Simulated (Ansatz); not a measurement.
A nudged elastic band was laid between two geometries of CH3BFN (7 atoms, charge 0, multiplicity 1).

The calculation used Ansatz, UKS PBE/def2-mTZVP.

| Item | Value |
| --- | --- |
| movable images | 7 |
| climbing image | yes |
| spring | 5.0 eV/Å² |
| optimiser | quadratic models (default) |
| start path | through a guess of the saddle point |
| force threshold | 0.05 eV/Å |
| iteration limit | 60 |
| end points | relaxed |

First end point:

```xyz
7
Properties=species:S:1:pos:R:3
F -1.049 -1.929 0.564
B -0.447 -0.802 0.192
C 0.403 0.470 0.456
N -0.194 0.011 -0.860
H 1.498 0.431 0.531
H -0.021 1.390 0.880
H -0.128 0.361 -1.810
```

Last end point:

```xyz
7
Properties=species:S:1:pos:R:3
F -1.229 -1.962 -0.111
B -0.670 -0.879 -0.704
C 0.702 0.886 0.674
N 0.053 0.027 0.038
H 0.215 1.771 1.122
H 1.794 0.802 0.821
H -0.805 -0.712 -1.885
```

Problem. Which bonds break or form, and what moves?

Solution. Bonds broken: B2–C3, N4–H7. Bonds formed: B2–H7.

Problem. What energy profile does the band end with?

Solution. The forces met the threshold. The highest image is number 3 of 0 to 8, 72.1 kcal/mol above the first end and 87.3 kcal/mol above the last; the last end lies 15.2 kcal/mol below the first. The profile has 2 maxima (images 3, 6) with wells between them (image 5): this band takes more than one step, which may be the mechanism or a detour left from its start path. Neighbouring images differ by up to 3.1 eV, so the band resolves the path poorly. A vibrational analysis at the climbing image gives one clearly imaginary mode, 1135i cm⁻¹: a first-order saddle point. The orbitals stay closed-shell, which can raise the energy where a bond breaks towards radicals; this wasn't checked here.

```csv
image,path coordinate (Å),energy (kcal/mol),B2–C3 (Å),N4–H7 (Å),B2–H7 (Å)
0,0.00,0.0,1.55,1.01,2.34
1,0.62,4.8,1.52,1.02,2.07
2,1.24,26.6,1.49,1.09,1.64
3,1.86,72.1,1.61,1.58,1.28
4,3.17,-0.2,2.42,2.20,1.17
5,4.48,-14.4,2.56,2.26,1.20
6,5.79,-5.0,2.39,2.31,1.20
7,7.11,-7.8,2.45,2.30,1.20
8,8.42,-15.2,2.63,2.23,1.20
```

Problem. What is the geometry of the highest image?

Solution. 
```xyz
7
Properties=species:S:1:pos:R:3
F -0.980 -1.663 0.472
B -0.389 -0.653 -0.183
C 0.452 0.615 0.350
N -0.269 0.663 -0.869
H 1.526 0.837 0.387
H -0.140 0.937 1.225
H -0.139 -0.804 -1.428
```

Time of the run: 11 min on 2 threads of Arm Neoverse V1 (shared host), peak memory 0.17 GiB.
